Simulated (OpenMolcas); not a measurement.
## Ni2+: ligand-field states by method

Ni2+ with its 6 nearest fluoride ions at 1.978 Å, on the Ga site of K2NaGaF6 (a = 8.246 Å, distance in the model lattice 1.938 Å). The rest of the host is ab initio model potentials to 7.6 Å, with orthogonalisation functions on the cations behind the ligands, and point charges beyond; the distance is set by hand and nothing relaxes, and no local charge compensation is placed. Ligand basis ANO-RCC-VDZP.
```
Ni    0.0000    0.0000    0.0000
F     1.9780    0.0000    0.0000
F     0.0000    1.9780    0.0000
F    -1.9780    0.0000    0.0000
F     0.0000   -1.9780    0.0000
F     0.0000    0.0000    1.9780
F     0.0000    0.0000   -1.9780
```

```
Program             : OpenMolcas
Basis               : ANO-RCC-VTZP [6s5p3d2f1g]
Scalar Hamiltonian  : DKH2, point nucleus
Active space        : 8 electrons in 5 orbitals (3d)
State averaging     : 2S+1 = 3 even, 10 roots; 2S+1 = 1 even, 15 roots
Spin-orbit coupling : RASSI with atomic mean-field integrals over the reference wave functions
```

I. CASSCF
II. SS-CASPT2, IPEA 0.25 Eh, imaginary shift 0.1 Eh (closed shells correlated: 3s 3p and the ligand valence shells)
III. SS-CASPT2, IPEA 0.25 Eh, imaginary shift 0.1 Eh (closed shells correlated: the ligand valence shells only)

Spin-free states (labels of O, the rotations of Oh) in cm-1, each column counted from its own energy of the first state listed:

```json
{"State": "3A2", "Degeneracy": "1", "I": "0", "II": "0", "III": "0"}
{"State": "3T2", "Degeneracy": "3", "I": "7490", "II": "9580", "III": "9230"}
{"State": "3T1", "Degeneracy": "3", "I": "12944", "II": "15080", "III": "14880"}
{"State": "1E", "Degeneracy": "2", "I": "18946", "II": "14340", "III": "15860"}
{"State": "1T2", "Degeneracy": "3", "I": "25429", "II": "23060", "III": "24380"}
{"State": "3T1", "Degeneracy": "3", "I": "28870", "II": "26440", "III": "26900"}
{"State": "1A1", "Degeneracy": "1", "I": "29881", "II": "24810", "III": "26210"}
{"State": "1T1", "Degeneracy": "3", "I": "32365", "II": "30120", "III": "31040"}
{"State": "1E", "Degeneracy": "2", "I": "36989", "II": "36960", "III": "37530"}
{"State": "1T2", "Degeneracy": "3", "I": "37707", "II": "37170", "III": "37890"}
{"State": "1A1", "Degeneracy": "1", "I": "71290", "II": "61410", "III": "63500"}
```

From I to II, I's first state of the same spin (3T2) moves from 7490 to 9580 cm-1, by about +2100 cm-1.

From I to II, I's first state of another spin (1E) moves from 18946 to 14340 cm-1, by about -4600 cm-1.

I: A least-squares ligand-field fit to the states below 45000 cm-1, each weighted by its degeneracy and with a free common offset, gives 10Dq = 7295 cm-1, B = 1285 cm-1 and C = 4732 cm-1 (C/B = 3.68), with an rms deviation of 91 cm-1. 

III: A least-squares ligand-field fit to the states below 45000 cm-1, each weighted by its degeneracy and with a free common offset, gives 10Dq = 9405 cm-1, B = 1017 cm-1 and C = 4630 cm-1 (C/B = 4.55), with an rms deviation of 466 cm-1. 

χT at 300 K: I 1.40, II 1.32, III 1.33 cm3 K/mol.

Roots that are degenerate in the reference are averaged as groups; the widest CASPT2 spread within a group is 56 cm-1 (the 3-fold group of multiplicity 3 near 9580 cm-1 above the lowest state of its run, II). Shifts and gaps below about the spread of the groups concerned are not significant. Over all roots computed the reference weight is 0.72 to 0.73 in II, 0.74 to 0.75 in III; a low but even weight reflects the number of correlated electrons. Ligand-to-metal charge-transfer states are missing. Without dynamic correlation the repulsion within the d shell is too large (B by tens of per cent), so at a given field states of lower spin stand too high (holds for I). With no ligand orbital active B as a rule stays too high, so bands that hang on it stand too high and its fall with covalency is understated (holds for I). With metal d orbitals alone and no dynamic correlation 10Dq can be off by a tenth to a fifth, either way, in oxide and fluoride hosts (holds for I). A single d shell leaves out the double-shell effect, which counts most for late 3d ions, where the CASPT2 field can be off either way by tens of per cent (holds for II; III). These CASPT2 states fit no ligand-field parameters well, so their order and spin gaps are uncertain (holds for II). For late 3d ions with one d shell CASPT2 can put B and the spin-flip bands somewhat low as well as high (holds for II; III). With one d shell and no ligand orbital active, 10Dq can be off by tens of per cent for divalent 3d ions, low with halides held by bare charges and at times high in hosts, and the orbital part of g and χT goes as 1/10Dq (holds for II; III). Free-ion shares, where given, are those of the reference states; single-state CASPT2 does not remix them (holds for II; III). No measured value stands beside these numbers; the geometry was set by hand and not optimised.
